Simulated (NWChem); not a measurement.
System: C$_{5}$H$_{8}$; SMILES C=C=C(C)C

NWChem input:

```
start job
memory heap 200 mb stack 900 mb global 1100 mb
geometry units angstroms noautosym nocenter noautoz
  C      0.000000     0.000000    -2.243922
  C      0.000000     0.000000    -0.934633
  C      0.000000     0.000000     0.380124
  C      0.000000     1.282311     1.168487
  C      0.000000    -1.282311     1.168487
  H      0.934633     0.000000    -2.816895
  H     -0.934633     0.000000    -2.816895
  H      0.000000     2.165304     0.515924
  H      0.886158     1.334177     1.823678
  H     -0.886158     1.334177     1.823678
  H      0.886158    -1.334177     1.823678
  H      0.000000    -2.165304     0.515924
  H     -0.886158    -1.334177     1.823678
end
basis spherical
  * library 6-31g*
end
dft
  xc b3lyp
  iterations 150
end
property
  response 1 0.0773
end
task dft property
```

Excerpt of the output:

```
             Northwest Computational Chemistry Package (NWChem) 7.3.0
             --------------------------------------------------------

                             Geometry "geometry" -> ""
                             -------------------------

 Output coordinates in angstroms (scale by  1.889725989 to convert to a.u.)

  No.       Tag          Charge          X              Y              Z
 ---- ---------------- ---------- -------------- -------------- --------------
    1 C                    6.0000     0.00000000     0.00000000    -2.24392200
    2 C                    6.0000     0.00000000     0.00000000    -0.93463300
    3 C                    6.0000     0.00000000     0.00000000     0.38012400
    4 C                    6.0000     0.00000000     1.28231100     1.16848700
    5 C                    6.0000     0.00000000    -1.28231100     1.16848700
    6 H                    1.0000     0.93463300     0.00000000    -2.81689500
    7 H                    1.0000    -0.93463300     0.00000000    -2.81689500
    8 H                    1.0000     0.00000000     2.16530400     0.51592400
    9 H                    1.0000     0.88615800     1.33417700     1.82367800
   10 H                    1.0000    -0.88615800     1.33417700     1.82367800
   11 H                    1.0000     0.88615800    -1.33417700     1.82367800
   12 H                    1.0000     0.00000000    -2.16530400     0.51592400
   13 H                    1.0000    -0.88615800    -1.33417700     1.82367800

 Effective nuclear repulsion energy (a.u.)     157.0025859691

                              NWChem Property Module
                              ----------------------

                                 NWChem DFT Module
                                 -----------------

 Summary of "ao basis" -> "ao basis" (spherical)
 ------------------------------------------------------------------------------
       Tag                 Description            Shells   Functions and Types
 ---------------- ------------------------------  ------  ---------------------
 C                           6-31g*                  6       14   3s2p1d
 H                           6-31g*                  2        2   2s

            General Information
            -------------------
          SCF calculation type: DFT
          Wavefunction type:  closed shell.
          No. of atoms     :    13
          No. of electrons :    38
           Alpha electrons :    19
            Beta electrons :    19
          Charge           :     0
          Spin multiplicity:     1
          Use of symmetry is: off; symmetry adaption is: off
          Maximum number of iterations: 150
          AO basis - number of functions:    86
                     number of shells:    46
          Convergence on energy requested:  1.00D-06
          Convergence on density requested:  1.00D-05
          Convergence on gradient requested:  5.00D-04

              XC Information
              --------------
                         B3LYP Method XC Potential
                     Hartree-Fock (Exact) Exchange  0.200
                        Slater Exchange Functional  0.800 local
                    Becke 1988 Exchange Functional  0.720 non-local
              Lee-Yang-Parr Correlation Functional  0.810
                  VWN I RPA Correlation Functional  0.190 local

             Grid Information
             ----------------
          Grid used for XC integration:  medium
          Radial quadrature: Mura-Knowles
          Angular quadrature: Lebedev.
          Tag              B.-S. Rad. Rad. Pts. Rad. Cut. Ang. Pts.
          ---              ---------- --------- --------- ---------
          C                   0.70       49          11.0       434
          H                   0.35       45          12.0       434
          Grid pruning is: on
          Number of quadrature shells:   605
          Spatial weights used:  Erf1

      Superposition of Atomic Density Guess
      -------------------------------------

 Sum of atomic energies:        -192.28713105

      Non-variational initial energy
      ------------------------------

 Total energy =    -195.526703
 1-e energy   =    -567.165408
 2-e energy   =     214.636119
 HOMO         =      -0.250815
 LUMO         =       0.033668

   convergence    iter        energy       DeltaE   RMS-Dens  Diis-err
 ---------------- ----- ----------------- --------- --------- ---------
 d= 0,ls=0.0,diis     1   -195.2421985705 -3.52D+02  1.13D-02  3.76D-01
 d= 0,ls=0.0,diis     2   -195.2851454518 -4.29D-02  4.61D-03  3.52D-02
 d= 0,ls=0.0,diis     3   -195.2804904450  4.66D-03  2.24D-03  7.20D-02
 d= 0,ls=0.0,diis     4   -195.2899029923 -9.41D-03  2.46D-04  3.62D-04
 d= 0,ls=0.0,diis     5   -195.2899480545 -4.51D-05  7.63D-05  6.00D-05
  Resetting Diis
 d= 0,ls=0.0,diis     6   -195.2899554173 -7.36D-06  2.96D-05  7.05D-06
 d= 0,ls=0.0,diis     7   -195.2899561935 -7.76D-07  3.02D-05  1.02D-06
 d= 0,ls=0.0,diis     8   -195.2899559244  2.69D-07  1.70D-05  2.98D-06
 d= 0,ls=0.0,diis     9   -195.2899563395 -4.15D-07  1.93D-06  3.47D-08

[...]

 DFT Linear Response polarizability / au
 Frequency  =       0.0773000 / au
 Wavelength =     589.4353558 / nm
              X              Y              Z
 -----------------------------------------------
 X      38.0256500     -0.0000000      0.0000000
 Y      -0.0000000     41.8396342     -0.0000001
 Z      -0.0000000     -0.0000001     91.0141788
 -----------------------------------------------
 Eigenvalues =      38.0256500     41.8396342     91.0141788
 Isotropic   =      56.9598210
 Anisotropic =      51.1882139
 -----------------------------------------------

 Magnetic Dipole Response Matrix (nonzero elements):

 Exiting AOResponse driver routine
```

Level: B3LYP/6-31G* (spherical d). All runs use the structure optimised with PBE0/def2-SVP. No frequency run checked for a minimum.
